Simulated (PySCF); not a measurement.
CH₈AsB.
Numbering: `[BH3-:1][AsH2+:2][CH3:3]` (hydrogens: H4, H5, H6 on B1; H7, H8 on As2; H9, H10, H11 on C3)

Method: core-valence-separated Tamm–Dancoff BHandHLYP/aug-pcX-1 (pcseg-1 on H, def2-SVPD on As) in PySCF, non-relativistic, gas phase, PBE0-D3(BJ)/def2-SVP geometry.

Computed carbon K-edge spectrum, Gaussian lines of 0.8 eV full width, highest printed point 100; it ends one width below the last computed root. No shift to experiment was applied.

photon energy (eV), absorption and a bar:
```
    284.4          0 
    284.5          1 
    284.6          2 #
    284.7          5 #
    284.8          8 ##
    284.9         14 ####
    285.0         22 ######
    285.1         30 #########
    285.2         39 ############
    285.3         47 ##############
    285.4         53 ################
    285.5         56 #################
    285.6         57 #################
    285.7         55 ################
    285.8         52 ###############
    285.9         49 ###############
    286.0         47 ##############
    286.1         46 ##############
    286.2         49 ##############
    286.3         54 ################
    286.4         64 ###################
    286.5         76 #######################
    286.6         88 ##########################
    286.7         96 #############################
    286.8        100 ##############################
    286.9         97 #############################
    287.0         89 ###########################
    287.1         77 #######################
    287.2         64 ###################
    287.3         50 ###############
    287.4         39 ############
    287.5         29 #########
```

Problem. Where are the maxima, and which lines make them up?

Solution. 2 maxima:
- 285.6 eV: C3 (methyl carbon), 285.43 eV, f = 0.033, 77 % of the height at the exact maximum; C3 (methyl carbon), 285.99 eV, f = 0.020, 23 % of the height at the exact maximum
- 286.8 eV: C3 (methyl carbon), 286.73 eV, f = 0.033, 47 % of the height at the exact maximum; C3 (methyl carbon), 286.85 eV, f = 0.032, 46 % of the height at the exact maximum

Further lines of some strength in the range: C3, 287.30 eV, f = 0.008; C3, 287.39 eV, f = 0.006.

Roots within 0.03 eV on the same or equivalent atoms count as one line; shares under 12 % aren't listed.

Vibrational structure and lifetime widths aren't in the curve. The ionisation threshold wasn't computed; near and above it a finite basis only mimics Rydberg series and continuum. Relativistic effects, spin–orbit coupling among them, are left out although an element past zinc is present.

On one thread, Arm Neoverse V1, shared host, this took 6.3 s.
